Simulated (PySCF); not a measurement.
C2H10Si2. Atoms are numbered in the order given.

```xyz
14

Si     0.0530    -2.3125     0.0000
C     -0.5665    -0.5231     0.0000
C      0.5665     0.5231     0.0000
Si    -0.0530     2.3125     0.0000
H      0.8918    -2.5631    -1.2106
H     -1.0892    -3.2748     0.0000
H      0.8918    -2.5631     1.2106
H     -1.2198    -0.3868    -0.8803
H     -1.2198    -0.3868     0.8803
H      1.2198     0.3868     0.8803
H      1.2198     0.3868    -0.8803
H     -0.8918     2.5631    -1.2106
H      1.0892     3.2748     0.0000
H     -0.8918     2.5631     1.2106
```
Charge 0, spin multiplicity 1.

The structure is a stationary point at B3LYP-D3(BJ)/def2-SVP. Other conformers were not sampled.

The numbers are results of HF/def2-TZVP (PySCF), not measurements.

Gas-phase values at a fixed geometry.

```yaml
total_energy: -659.46625 hartree
point_group: C2h
highest_occupied_level: -10.88 eV
lowest_empty_level: 3.08 eV
orbital_gap: 13.96 eV
dipole_moment: 0.00 D
quadrupole, principal values (traceless, Buckingham form, about the centre of nuclear charge): -5.10, 2.35, 2.75 D·Å
mean_static_polarisability: 74.8 bohr³ (11.09 Å³)
polarisability_principal_values: 66.7, 68.6, 89.2 bohr³
```
